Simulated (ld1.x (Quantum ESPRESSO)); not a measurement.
silicon (Si): one change to a TM potential, before and after

```json
{
  "Element": "Si (Z = 14)",
  "Generator": "ld1.x (Quantum ESPRESSO) 7.5",
  "Type": "norm-conserving Troullier–Martins (Kleinman–Bylander form)",
  "Functional": "PBE",
  "Relativity": "scalar-relativistic",
  "Frozen core": "[Ne]",
  "Valence charge": "4",
  "Reference configuration": "3s1.75 3p2.25",
  "Partial waves": "3p (bound): rc 1.75 bohr; 3d channel at -0.15 Ry: rc 1.50 bohr; 3s (bound): rc 1.65 bohr",
  "Local potential": "the s channel",
  "Core correction": "Bessel-smoothed model core inside 1.10 bohr"
}
```

Change: wave 3p (bound): rc 1.75 bohr becomes 3p (bound): rc 1.10 bohr.

Cutoffs: the cutoffs (Ry, on a coarse ladder) from which the occupation-weighted sum of valence levels, in a spherical-Bessel basis at the reference potential, stays within 10 and 1 mRy of its value at 400 Ry; they do not see the model core or the augmentation charge, which bear on the density cutoff. Errors are all-electron minus pseudo energies relative to the spin-unpolarised reference configuration.

How do hardness, ghosts and transferability respond?

The potential gets harder (15 Ry and 40 Ry → 200 Ry and 260 Ry); the number of tests that count goes from 7 to 5; of the 5 tests that both files solve, the error grows in 0 and shrinks in 3 by more than 15 % and 0.3 meV (median size 1.7 → 1.3 meV); neither file shows a bound ghost at the reference potential, the only one tested. A smaller radius makes the pseudo-wave follow the all-electron one further in, where it bends more sharply, so more plane waves are needed. Less of the atom is replaced, so other configurations are described better.

```csv
quantity,base,changed
"cutoff, loose",15 Ry,200 Ry
"cutoff, tight",40 Ry,260 Ry
loose cutoff by channel (10 mRy a level),"p 6 Ry, s 12 Ry","p 180 Ry, s 12 Ry"
bound ghosts,none,none
"tests counted (converged, no solver errors)",7 of 7,5 of 7
"error for 3s2 3p2, meV [ΔE -1.69 eV]",0.0,+0.1
"error for 3s2 3p1, meV [ΔE 6.05 eV]",+1.7,+1.3
"error for 3s2 3p0, meV [ΔE 22.04 eV]",+13,-5.9
"error for 3s1 3p0, meV [ΔE 56.02 eV]",+47,+4.6
"error for 3s2 3p2.3, meV [ΔE -2.62 eV]",+0.4,+0.5
```

Changed file: Tests not counted: 3s0 3p4 (solver errors, printed error -4.3 meV); 3s1 3p2 (solver errors, printed error +9.5 meV).
